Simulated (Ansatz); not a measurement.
`C=N[SiH](C)O` + `B/C=N/C` → `B[SiH](C)N=C` + `C/N=C/O`  (formal exchange of groups at the Si–O bond)

Isolated molecules relaxed with PBE0-D4/def2-TZVP in Ansatz; ΔE leaves out vibrations. CCSD(T)/CBS is the MP2 limit (def2-TZVPP, def2-QZVPP) plus CCSD(T) − MP2 in def2-TZVPP, frozen cores. Double bonds are as drawn, so ΔE can hold a change between cis and trans. DFT in def2-TZVPP. Each species was taken in one conformer, which may not be the lowest.

`C=N[SiH](C)O`:

```xyz
12

C     0.310   -0.603    2.102
N    -0.034   -0.991    0.958
Si   -0.565    0.026   -0.348
C     0.646   -0.143   -1.738
O    -0.645    1.632    0.038
H     0.305    0.451    2.422
H     0.646   -1.324    2.857
H    -1.924   -0.466   -0.700
H     1.616    0.267   -1.445
H     0.299    0.399   -2.620
H     0.783   -1.193   -2.002
H    -1.437    1.945    0.475
```

`B/C=N/C`:

Cartesian coordinates in Å:
```
B -1.153 -0.570 -1.636
C -0.444 0.164 -0.465
N 0.389 -0.473 0.263
C 1.031 0.224 1.339
H -1.939 0.008 -2.328
H -0.901 -1.719 -1.832
H -0.643 1.228 -0.245
H 2.114 0.162 1.199
H 0.815 -0.301 2.274
H 0.731 1.277 1.431
```

`B[SiH](C)N=C`:

Cartesian coordinates in Å:
```
B 1.758 1.012 -0.723
Si 0.177 0.204 0.216
C 0.614 -1.383 1.107
N -1.108 -0.164 -0.914
C -2.235 0.393 -0.922
H 1.745 1.341 -1.873
H 2.767 1.210 -0.109
H -0.289 1.226 1.221
H 1.416 -1.210 1.829
H -0.255 -1.771 1.643
H 0.944 -2.146 0.400
H -2.989 0.114 -1.667
H -2.543 1.174 -0.207
```

`C/N=C/O`:

Z-matrix (Å, degrees):
```
C
N 1 1.439
H 1 1.093 2 109.7
H 1 1.099 2 113.7 3 121.4
H 1 1.093 2 109.7 3 -117.1
C 2 1.254 1 118.2 3 -121.4
O 6 1.339 2 122.8 1 180.0
H 6 1.094 2 125.9 1 0.0
H 7 0.968 6 106.5 2 0.0
```

CCSD(T)/CBS gives +155.1 kJ/mol.

(1) Another level gave +156.7 kJ/mol. Which?
A. PBE-D4/def2-TZVPP
B. B2PLYP/def2-TZVPP
C. r2SCAN-D4/def2-TZVPP
D. HF/def2-TZVPP

Largest T1 diagnostic among the species: 0.013.

Results:

(1) D. HF/def2-TZVPP 156.7, PBE-D4 127.5, B2PLYP 152.5, r2SCAN-D4 142.0 kJ/mol.

From PBE to PBE0 (25 % exact exchange), in def2-TZVPP and without D4, ΔE moves by +6.0 kJ/mol.

CCSD(T)/CBS has its own doubt, a few kJ/mol and more with outer-core shells, so smaller differences from it don't rank the levels.
